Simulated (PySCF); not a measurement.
PySCF input (PW6B95/def2-TZVPD):

```python
from pyscf import gto, scf, dft

mol = gto.M(
    atom='''
    F    -0.00000000   -0.00000000   -1.31682833
    Ge    0.00000000    0.00000000    0.37035797
    ''',
    basis='def2-tzvpd',
    charge=1,
    spin=0,
    verbose=4,
)

mf = dft.RKS(mol, xc='pw6b95').density_fit(auxbasis='def2-universal-jkfit')
mf.grids.level = 3
mf.conv_tol = 1e-9
mf.max_cycle = 100
mf.max_memory = 1500
mf.kernel()
if not mf.converged:
    mf = mf.newton()
    mf.kernel(mf.make_rdm1())
mf.analyze()
```

End of the output:

```
Extra cycle  E= -2177.71100990837  delta_E= 1.23e-11  |g|= 1.12e-05  |ddm|= 1.12e-05
converged SCF energy = -2177.71100990837
**** SCF Summaries ****
Total Energy =                       -2177.711009908368851
Nuclear Repulsion Energy =              90.329702620842767
One-electron Energy =                -3201.497344421070011
Two-electron Energy =                  933.456631891858251
Two-electron Coulomb Energy =         1023.842709764972710
DFT Exchange-Correlation Energy =      -90.386077873114417
HOMO-LUMO gap [eV] =                     8.089804951268475
**** MO energy ****
MO #1   energy= -399.928998568054  occ= 2
MO #2   energy= -50.393526000399   occ= 2
MO #3   energy= -44.874606616994   occ= 2
MO #4   energy= -44.8746066169939  occ= 2
MO #5   energy= -44.8714571685718  occ= 2
MO #6   energy= -25.1349545173708  occ= 2
MO #7   energy= -6.67692319426455  occ= 2
MO #8   energy= -4.83230528191236  occ= 2
MO #9   energy= -4.83230528191232  occ= 2
MO #10  energy= -4.82353882331094  occ= 2
MO #11  energy= -1.62983098420492  occ= 2
MO #12  energy= -1.62434064806176  occ= 2
MO #13  energy= -1.62434061335273  occ= 2
MO #14  energy= -1.6175828729887   occ= 2
MO #15  energy= -1.61758287298862  occ= 2
MO #16  energy= -1.46592875118071  occ= 2
MO #17  energy= -0.832710831036152 occ= 2
MO #18  energy= -0.715030900820671 occ= 2
MO #19  energy= -0.715030900820598 occ= 2
MO #20  energy= -0.660680819539346 occ= 2
MO #21  energy= -0.363385968577966 occ= 0
MO #22  energy= -0.363385968577851 occ= 0
MO #23  energy= -0.237421935762718 occ= 0
MO #24  energy= -0.142654386225824 occ= 0
MO #25  energy= -0.0921207654459151 occ= 0
MO #26  energy= -0.0921206316898484 occ= 0
MO #27  energy= -0.0646232211231975 occ= 0
MO #28  energy= -0.0646232211231754 occ= 0
MO #29  energy= -0.0504392089902999 occ= 0
MO #30  energy= -0.0468392978884883 occ= 0
MO #31  energy= -0.0468392978884759 occ= 0
MO #32  energy= -0.0197291687584294 occ= 0
MO #33  energy= 0.093681013545756  occ= 0
MO #34  energy= 0.11640144912557   occ= 0
MO #35  energy= 0.116401534031779  occ= 0
MO #36  energy= 0.123904330342228  occ= 0
MO #37  energy= 0.123904330342266  occ= 0
MO #38  energy= 0.155847101403677  occ= 0
MO #39  energy= 0.185921090646509  occ= 0
MO #40  energy= 0.185921090646562  occ= 0
MO #41  energy= 0.232172322469118  occ= 0
MO #42  energy= 0.299821770974323  occ= 0
MO #43  energy= 0.299821926282417  occ= 0
MO #44  energy= 0.312690832150702  occ= 0
MO #45  energy= 0.443080150610012  occ= 0
MO #46  energy= 0.443080150610032  occ= 0
MO #47  energy= 0.524259166274268  occ= 0
MO #48  energy= 0.576023117092501  occ= 0
MO #49  energy= 0.576023117092519  occ= 0
MO #50  energy= 0.740168886194339  occ= 0
MO #51  energy= 0.740168886194345  occ= 0
MO #52  energy= 0.748661137702566  occ= 0
MO #53  energy= 0.748661463012691  occ= 0
MO #54  energy= 0.776418423063517  occ= 0
MO #55  energy= 0.776418423063598  occ= 0
MO #56  energy= 0.799449553008266  occ= 0
MO #57  energy= 0.848675389071655  occ= 0
MO #58  energy= 0.848675606143727  occ= 0
MO #59  energy= 0.86784314740574   occ= 0
MO #60  energy= 0.926853533456836  occ= 0
MO #61  energy= 1.06106808345685   occ= 0
MO #62  energy= 1.06106808345694   occ= 0
MO #63  energy= 1.19611512619743   occ= 0
MO #64  energy= 1.99917237412826   occ= 0
MO #65  energy= 1.99917269664019   occ= 0
MO #66  energy= 2.16969232181885   occ= 0
MO #67  energy= 2.16969232181885   occ= 0
MO #68  energy= 2.20797237390974   occ= 0
MO #69  energy= 2.40483957418503   occ= 0
MO #70  energy= 2.40484020273278   occ= 0
MO #71  energy= 2.44999242345134   occ= 0
MO #72  energy= 2.44999242345135   occ= 0
MO #73  energy= 2.62106524816249   occ= 0
MO #74  energy= 3.102294660074     occ= 0
MO #75  energy= 3.10229466007401   occ= 0
MO #76  energy= 3.50126228295027   occ= 0
MO #77  energy= 3.5012622829503    occ= 0
MO #78  energy= 3.54532238961705   occ= 0
MO #79  energy= 3.81477631903377   occ= 0
MO #80  energy= 4.00454820958534   occ= 0
MO #81  energy= 5.3602627917454    occ= 0
MO #82  energy= 6.61713692010724   occ= 0
MO #83  energy= 6.61713692010729   occ= 0
MO #84  energy= 6.6240662775708    occ= 0
MO #85  energy= 6.624074661296     occ= 0
MO #86  energy= 6.72823352683427   occ= 0
MO #87  energy= 6.72823352683432   occ= 0
MO #88  energy= 6.82117751961588   occ= 0
MO #89  energy= 8.17870494829254   occ= 0
MO #90  energy= 8.17880066974959   occ= 0
MO #91  energy= 8.29986072225256   occ= 0
MO #92  energy= 8.29986072225262   occ= 0
MO #93  energy= 8.68345865825706   occ= 0
MO #94  energy= 56.7399273802791   occ= 0
 ** Mulliken pop on meta-lowdin orthogonal AOs  **
 ** Mulliken pop  **
pop of  0 F 1s            1.99998
pop of  0 F 2s            1.86931
pop of  0 F 3s            0.00166
pop of  0 F 4s            0.00089
pop of  0 F 5s            0.00079
pop of  0 F 6s            0.00041
pop of  0 F 2px           1.85938
pop of  0 F 2py           1.85938
pop of  0 F 2pz           1.75525
pop of  0 F 3px           0.00000
pop of  0 F 3py           0.00000
pop of  0 F 3pz           0.00069
pop of  0 F 4px           0.00103
pop of  0 F 4py           0.00103
pop of  0 F 4pz           0.00138
pop of  0 F 5px           0.00105
pop of  0 F 5py           0.00105
pop of  0 F 5pz           0.00054
pop of  0 F 3dxy          0.00000
pop of  0 F 3dyz          0.00290
pop of  0 F 3dz^2         0.00541
pop of  0 F 3dxz          0.00290
pop of  0 F 3dx2-y2       0.00000
pop of  0 F 4dxy          0.00000
pop of  0 F 4dyz          0.00114
pop of  0 F 4dz^2         0.00233
pop of  0 F 4dxz          0.00114
pop of  0 F 4dx2-y2       0.00000
pop of  0 F 5dxy          0.00000
pop of  0 F 5dyz          0.00023
pop of  0 F 5dz^2         0.00052
pop of  0 F 5dxz          0.00023
pop of  0 F 5dx2-y2       0.00000
pop of  0 F 4f-3          0.00000
pop of  0 F 4f-2          0.00000
pop of  0 F 4f-1          0.00005
pop of  0 F 4f+0          0.00014
pop of  0 F 4f+1          0.00005
pop of  0 F 4f+2          0.00000
pop of  0 F 4f+3          0.00000
pop of  1 Ge 1s           1.99998
pop of  1 Ge 2s           1.99972
pop of  1 Ge 3s           1.99896
pop of  1 Ge 4s           1.88460
pop of  1 Ge 5s           0.00933
pop of  1 Ge 6s           0.00099
pop of  1 Ge 7s           0.00075
pop of  1 Ge 2px          1.99996
pop of  1 Ge 2py          1.99996
pop of  1 Ge 2pz          1.99996
pop of  1 Ge 3px          1.99980
pop of  1 Ge 3py          1.99980
pop of  1 Ge 3pz          1.99983
pop of  1 Ge 4px          0.12358
pop of  1 Ge 4py          0.12358
pop of  1 Ge 4pz          0.44671
pop of  1 Ge 5px          0.00381
pop of  1 Ge 5py          0.00381
pop of  1 Ge 5pz          0.01409
pop of  1 Ge 6px          0.00022
pop of  1 Ge 6py          0.00022
pop of  1 Ge 6pz          0.00011
pop of  1 Ge 3dxy         1.99988
pop of  1 Ge 3dyz         1.99987
pop of  1 Ge 3dz^2        1.99937
pop of  1 Ge 3dxz         1.99987
pop of  1 Ge 3dx2-y2      1.99988
pop of  1 Ge 4dxy         0.00008
pop of  1 Ge 4dyz         0.00368
pop of  1 Ge 4dz^2        0.00453
pop of  1 Ge 4dxz         0.00368
pop of  1 Ge 4dx2-y2      0.00008
pop of  1 Ge 5dxy         0.00002
pop of  1 Ge 5dyz         0.00141
pop of  1 Ge 5dz^2        0.00092
pop of  1 Ge 5dxz         0.00141
pop of  1 Ge 5dx2-y2      0.00002
pop of  1 Ge 6dxy         0.00001
pop of  1 Ge 6dyz         0.00036
pop of  1 Ge 6dz^2        0.00010
pop of  1 Ge 6dxz         0.00036
pop of  1 Ge 6dx2-y2      0.00001
pop of  1 Ge 7dxy         0.00001
pop of  1 Ge 7dyz         0.00012
pop of  1 Ge 7dz^2        0.00026
pop of  1 Ge 7dxz         0.00012
pop of  1 Ge 7dx2-y2      0.00001
pop of  1 Ge 4f-3         0.00000
pop of  1 Ge 4f-2         0.00000
pop of  1 Ge 4f-1         0.00139
pop of  1 Ge 4f+0         0.00050
pop of  1 Ge 4f+1         0.00139
pop of  1 Ge 4f+2         0.00000
pop of  1 Ge 4f+3         0.00000
 ** Mulliken atomic charges  **
charge of    0F =     -0.37087
charge of    1Ge =      1.37087

WARN: System has nonzero charge 1; the dipole moment is origin-dependent.
Location of origin: [0. 0. 0.]

Dipole moment(X, Y, Z, Debye):  0.00000,  0.00000,  3.00043
```
